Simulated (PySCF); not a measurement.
# Continuum solvent and chemical shifts

Structure with atom numbers: `[CH3:1][CH2:2][B:3]([F:4])[O:5][CH3:6]`; H(Xn) means a hydrogen on atom n.

GIAO PBE0/pcSseg-1 in PySCF 2.14 on one PBE0-D3(BJ)/def2-SVP conformer, non-relativistic, equivalent nuclei averaged. Solvents enter as an IEF-PCM continuum (chloroform with ε = 4.7, acetonitrile with ε = 35.7) around the gas-phase geometry. Shifts are referred to TMS, BF3·OEt2, CFCl3 computed in the same medium.

Gas phase, δ in ppm: C6 51.0, C1 9.0, C2 8.0, B3 30.0, F4 -90.3, H(C6) 3.79, H(C1) 0.89, H(C2) 0.72. Dipole moment 1.02 D.

Question: How does each δ change in the continuum?

Answer: 
| atoms | environment | Δδ, chloroform | Δδ, acetonitrile |
| --- | --- | --- | --- |
| C6 | methyl carbon bonded to O | +1.0 | +1.3 |
| C1 | methyl carbon | +0.2 | +0.3 |
| C2 | sp3 CH2 bonded to B | +0.2 | +0.3 |
| B3 | boron bonded to C, F, O | +0.6 | +0.8 |
| F4 | fluorine bonded to B | -1.4 | -2.0 |
| H(C6) | hydrogen on a methyl carbon bonded to O | +0.06 | +0.09 |
| H(C1) | hydrogen on a methyl carbon | -0.02 | -0.03 |
| H(C2) | hydrogen on an sp3 CH2 bonded to B | +0.05 | +0.07 |

Changes are relative to the gas phase. The dipole moment becomes 1.10 D in chloroform, 1.11 D in acetonitrile.

Question: Which of the listed nuclei move most (in ppm), and what does the model miss? (N and O are left out, as their reference compounds move with the solvent too.)

Answer: F4 (fluorine bonded to B, -2.0 ppm) in acetonitrile. A continuum only polarises the solute; specific hydrogen bonds, the anisotropy of aromatic solvents and changes of geometry or conformer are outside it.
